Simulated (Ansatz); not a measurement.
```xyz
7

O     0.173    0.787   -1.013
Si    0.283   -0.698   -0.351
F     1.254   -0.689    0.918
Zn   -1.257    1.890    2.208
H    -0.307    1.462   -0.526
H     0.881   -1.569   -1.380
H    -1.027   -1.182    0.145
```

Charge 0, multiplicity 1. The bonds changed during the relaxation, so this is another structure than the one it started from.

(1) List the r2SCAN/def2-TZVPP orbital energies in eV (Ansatz). (Best estimate.)

Answers

(1) Ansatz gave: Occupied: -9434.56, -1792.27, -1143.85, -1006.44, -1006.44, -1006.44, -666.05, -516.19, -142.55, -129.73, -97.46, -97.41, -97.37, -85.48, -85.47, -85.47, -31.19, -26.80, -14.85, -12.92, -11.36, -11.33, -11.32, -11.31, -11.31, -11.30, -11.18, -10.47, -9.45, -8.73, -8.14, -6.44. Lowest empty: -1.53, -1.16, -1.08, 0.55, 1.09, 1.99, 2.52, 3.43.
